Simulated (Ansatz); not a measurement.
A structure relaxed at PBE-D4/def2-SVP in Ansatz, charge 0, singlet:

| atom | x (Å) | y (Å) | z (Å) |
| --- | --- | --- | --- |
| Ge1 | 0.090 | 0.704 | 1.326 |
| Cl2 | -1.381 | 0.552 | -2.643 |
| Cl3 | -0.847 | -0.544 | -0.884 |
| Cl4 | 2.201 | 0.894 | 0.705 |
| Cl5 | -0.064 | -1.606 | 1.495 |

(1) Give its formula.

(2) Summarise the bond lengths by kind (pairs closer than 1.2 times the sum of covalent radii, bridged metal pairs left out).

Results:

(1) the cluster GeCl4.

(2) 2 × Cl–Ge 2.21 to 2.32 Å; 1 × Cl–Cl 2.14 Å.

Another isomer (singlet) lies 3.59 eV lower at PBE0-D4/def2-TZVP; other spin states weren't run for this one.
